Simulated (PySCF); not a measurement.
A run for PySCF: R-HF/STO-3G on CH5BO (SMILES BOC), a point of a bond scan (R = 2.742 Å).

```python
from pyscf import gto, scf, dft, mp
from pyscf.data.elements import chemcore

mol = gto.M(
    atom='''
    B    -0.29601612    0.11287921    1.27194518
    H    -2.33867880    1.06456792    2.83492251
    H     0.69681460   -0.37886937    1.73084670
    O    -0.44734906    0.21797670   -0.05665238
    C     0.53525936   -0.23564232   -0.98322630
    H     1.39622510   -0.66492676   -0.46632952
    H     0.08263230   -0.98692983   -1.63070172
    H     0.85577534    0.60971339   -1.59246502
    ''',
    basis='sto-3g',
    charge=0, spin=0, verbose=3, max_memory=1800)
mf = scf.RHF(mol)
mf.conv_tol = 1e-8
mf.max_cycle = 100
mf.kernel()
if not mf.converged:
    mf = mf.newton().run(mf.mo_coeff, mf.mo_occ)
```

The log:

```
converged SCF energy = -138.227002760931
```

The calculation finished and met its thresholds.

Cost: very roughly 0.21 core-seconds.
